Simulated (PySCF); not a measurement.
**La²⁺: ionisation energy**

La²⁺ [Xe] 5d1 [5d3/2^1, M_J = 3/2] → La³⁺ [Xe], as a difference of total energies. Calculation: PySCF 2.14, in x2c-TZVPall-2c; the two-component X2C-1e Hamiltonian. Correlated levels: [Ar] 3d10 frozen; the 18 highest virtual spinors dropped. "Screened" scales the spin-orbit matrix elements by Boettger's factors to mimic the two-electron term; Breit and QED terms are absent.

```csv
method,ionisation energy (eV)
GHF (spin-free),18.113
GMP2 (spin-free),18.404
GHF (screened spin-orbit),18.212
GMP2 (screened spin-orbit),18.541
```

The spin-free rows lack the spin-orbit shift.

Errors of the correlated levels include the incompleteness of this basis and the frozen core.

Question: Which method comes closest to the reference value, and which is furthest?

Answer: The reference is 19.177 eV (measured; NIST Atomic Spectra Database, ionization energies). Closest: GMP2 (screened spin-orbit) (error -0.636 eV); furthest: GHF (spin-free) (error -1.064 eV).
